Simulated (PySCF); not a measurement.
Gas-phase reaction: BBr₃ + 3 F₂ ⇌ 3 BrF + BF₃

Computed with PySCF (xtb for GFN2) and rigid-rotor harmonic-oscillator thermochemistry at 1 bar. † marks an energy on the PBE0/def2-TZVP geometry and frequencies; other levels use their own. MP2 and CCSD(T) freeze the core. All species are closed-shell singlets. Br: all electrons, no relativistic terms. MP2 isn't extrapolated to the basis-set limit. CCSD(T) isn't extrapolated to the basis-set limit.

| level | ΔH°(298 K), kJ |
|---|---|
| CCSD(T)/def2-SVP† | … |
| GFN2-xTB | … |
| HF/def2-TZVP† | … |
| MP2/def2-SVP† | … |
| PBE/def2-TZVP† | -1040 |
| PBE0/def2-QZVP† | -1103 |
| PBE0/def2-SVP† | -1042 |
| LDA/def2-TZVP† | -1082 |

What belongs in the gaps?


- CCSD(T)/def2-SVP†, ΔH°(298 K), kJ: -1031
- GFN2-xTB, ΔH°(298 K), kJ: -897
- HF/def2-TZVP†, ΔH°(298 K), kJ: -1233
- MP2/def2-SVP†, ΔH°(298 K), kJ: -1067
